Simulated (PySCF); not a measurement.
Task: What does the PBE0-D3(BJ)/def2-SVP structure of InChI=1S/C10H9/c1-3-9-7-5-6-8-10(9)4-2/h1,4-6,8H,2,7H2 look like in three dimensions? (Doublet state.)

Result: 
```
atom  x, y, z in Å
C1    -1.0348    2.9365   -0.1580
C2    -0.7391    1.7553   -0.0759
C3    -0.5414    0.3664    0.0454
C4    -1.8021   -0.4080    0.3558
C5    -1.6320   -1.8819    0.4558
C6    -0.4174   -2.4677    0.2906
C7     0.7375   -1.6902    0.0136
C8     0.6956   -0.2850   -0.1081
C9     1.9798    0.3687   -0.3941
C10    2.2888    1.6706   -0.4640
H11   -1.2692    3.9809   -0.2447
H12   -2.2437   -0.0158    1.2955
H13   -2.5718   -0.1663   -0.4056
H14   -2.5186   -2.4845    0.6707
H15   -0.3177   -3.5531    0.3703
H16    1.6996   -2.1918   -0.1113
H17    2.7925   -0.3478   -0.5603
H18    1.5576    2.4627   -0.3065
H19    3.3167    1.9694   -0.6841
```

Orientation and origin are arbitrary. Atoms count from 1 in this order. C9 (carbon bonded to 2 C and H) is planar (angles 130.1°, 117.1° and 112.8°, sum 360.0°, 0.00 Å off the plane of its three neighbours). C8 (carbon bonded to 3 C) is planar (angles 125.7°, 118.6° and 115.7°, sum 360.0°, 0.00 Å off the plane of its three neighbours). C3 (carbon bonded to 3 C) is planar (angles 124.8°, 121.2° and 113.9°, sum 360.0°, 0.00 Å off the plane of its three neighbours). C10 (carbon bonded to C and 2 H) is planar (angles 123.0°, 119.5° and 117.5°, sum 360.0°, 0.00 Å off the plane of its three neighbours).

Bonds between heavy atoms (Å): C1≡C2 1.220, C2–C3 1.408, C3–C4 1.512, C4–C5 1.487, C5=C6 1.358, C6–C7 1.420, C7=C8 1.411, C8–C9 1.469, C9=C10 1.340, C3–C8 1.406.

Level of theory: PBE0-D3(BJ)/def2-SVP geometry optimisation, gas phase (PySCF).

Point group: near Cs, missed by 0.36 Å at most; the miss may be what the optimiser left on a soft mode. PBE0-D3(BJ)/def2-SVP frequencies: not computed here. ⟨S²⟩ = 0.834 (exact for a doublet: 0.75). Torsions: C7–C8–C9–C10 -174°.

One conformer stands for the species.
